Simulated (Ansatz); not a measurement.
Saddle point of Si$_{4}$H$_{13}$ClO$_{2}$, singlet (Si₄H₁₀O ([OH][Si]([SiH3])([SiH3])[SiH3]) + HCl + H₂O → Si₃H₈O ([OH][SiH]([SiH3])[SiH3]) + SiH₄O ([OH][SiH3]) + HCl; bonds formed: Si1–H8, Si2–O9; bonds broken: Si1–Si2, H8–O9), PBE0-D4/def2-TZVP structure:

```
atom    x (Å)    y (Å)    z (Å)
 Si1  -0.4244  -0.0015  -0.5853
 Si2   1.1835  -0.8264   1.2225
 Si3  -2.1901   0.1526   0.9522
 Si4  -0.1732  -1.9772  -1.8371
  O5  -0.1839   1.2319  -1.6253
  H6   1.2943   2.3488   0.4935
 Cl7  -0.4898   2.9255   0.7589
  H8   1.2477   0.5762   0.2228
  O9   2.0683   1.7383   0.2216
 H10   2.4810  -1.4150   0.8165
 H11   1.2492  -0.1132   2.5153
 H12   0.1341  -1.8828   1.2472
 H13  -1.6788   0.3943   2.3213
 H14  -2.8577  -1.1856   0.9384
 H15  -3.1534   1.1787   0.4941
 H16  -0.8011  -3.1097  -1.1100
 H17   1.2672  -2.2785  -2.0543
 H18  -0.8430  -1.7843  -3.1481
 H19  -0.3824   2.0744  -1.1432
 H20   2.2525   1.9535  -0.7005
```

Energies are electronic, without zero-point energy. Barriers and step energies count from the start structure reached by relaxing down the imaginary mode; all methods use the PBE0-D4 structures, on which another method's saddle can fall below an end. Ansatz 0.2.0; basis: def2-TZVPP, with def2-QZVPP for the basis limit; cores frozen in the correlated methods. B3LYP uses VWN-RPA correlation. Extrapolation: Hartree–Fock as exp(−7.88 √X), correlation as X^−2.97.

```tsv
method	barrier (eV)	step energy (eV)
SPW92	0.983	-0.390
PBE-D4	1.335	-0.410
BLYP-D4	1.475	-0.629
r2SCAN-D4	1.420	-0.582
B97M-V	1.650	-0.643
PBE0-D4	?	-0.491
B3LYP-D4	?	-0.681
r2SCAN0-D4	1.582	-0.622
BHLYP-D4	1.860	-0.779
CAM-B3LYP-D4	1.742	-0.757
wB97X-V	1.725	-0.673
wB97M-V	1.610	-0.699
B2PLYP	1.777	-0.744
PBE-QIDH	1.695	-0.622
RPA on PBE	1.825	-0.725
HF	?	-1.031
MP2	1.695	-0.725
CCSD	1.948	-0.744
CCSD(T)	1.801	-0.689
```

**Question.** Fill in the withheld barriers. (An estimate is asked for; the value comes from the calculation.)

**Answer.** The calculation gives: PBE0-D4 1.545; HF 2.504; B3LYP-D4 1.642 eV. Each is the energy of the saddle less that of the start structure, by the same method.

For comparison, the barrier by CCSD(T) at an estimated basis limit (MP2 extrapolated from triple and quadruple zeta, plus CCSD(T) − MP2 in triple zeta) is 1.694 eV.

T1 diagnostic: at most 0.015.

Labels in which every atom is bracketed show which atoms are joined, not bond orders.

For scale, one of the runs: CCSD(T)/def2-TZVPP, 454 basis functions, launched by `ansatz run in.yaml --threads 4 --pin off --events-out ev --progress --plain --max-ram 46080MiB --backend cuda --devices 0, --max-vram 37GiB`. Time: 20 s of wall clock on 4 CPU threads of an AMD EPYC 7R13 and a share of one NVIDIA H100; the host was shared. Peak host memory: 1.3 GiB.
